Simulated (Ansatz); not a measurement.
`[CH3][SnH]([F])[I]` + CH₃SH → `C[S][SnH]([CH3])[F]` + HI at 400 K and 1 bar (ligand exchange at the Sn–I bond).

Isolated molecules relaxed with PBE0-D4/def2-TZVP in Ansatz; ΔE leaves out vibrations. CBS: MP2 limit from def2 TZ/QZ plus the TZ coupled-cluster correction, frozen cores. This one scheme is used for every species. Elements past krypton have def2 core potentials. For I, Sn outer-core shells are correlated without core-valence functions, which leaves a few kJ/mol of doubt a bond. Each species was taken in one conformer, which may not be the lowest.

```tsv
species	CCSD(T)/CBS energy (Eh)	H − E (kJ/mol)	S (J/(mol·K))
`[CH3][SnH]([F])[I]`	-651.80248	151.6	407.3
CH₃SH	-438.22835	138.7	269.4
`C[S][SnH]([CH3])[F]`	-791.97424	261.5	453.3
HI	-298.03592	25.7	215.0
```

H − E and S are ideal-gas, rigid-rotor, harmonic terms from PBE0-D4/def2-TZVP, for one conformer and one mirror image of each species. 1 Eh = 2625.50 kJ/mol, R = 8.31446 J/(mol·K).

Q: By hand: ΔE, ΔH, ΔS and ΔG.

A: ΔE = (-791.97424) + (-298.03592) − (-651.80248) − (-438.22835) = 0.02067 Eh = 54.3 kJ/mol. Δ(H − E) = 261.5 + 25.7 − 151.6 − 138.7 = -3.1, so ΔH = 51.2 kJ/mol. ΔS = 453.3 + 215.0 − 407.3 − 269.4 = -8.4 J/(mol·K). ΔG = 51.2 − 400 × (-8.4)/1000 = 54.6 kJ/mol.

Q: By hand: the equilibrium constant, and the temperature at which ΔG would vanish if ΔH and ΔS stayed fixed.

A: log₁₀ K = −ΔG/(RT ln 10) = -7.1. ΔH and −TΔS have one sign here, so there is no such temperature.

The number of gas molecules stays the same, so ΔS is small and ΔH decides. A doubt of 5 kJ/mol in ΔE shifts log₁₀ K by 0.7 here. Other conformers and mirror images would add mixing entropy, several J/(mol·K) or more a flexible species. Modes under 60 cm⁻¹, often nearly free rotors, make the harmonic entropy too high. These are equilibria of isolated gas molecules and say nothing of rates. Largest T1 diagnostic: 0.012 (customary marks: 0.02 for closed shells, 0.045 for open ones).

ΔS is within the doubt of such terms, so its sign, and with it that verdict, could turn.
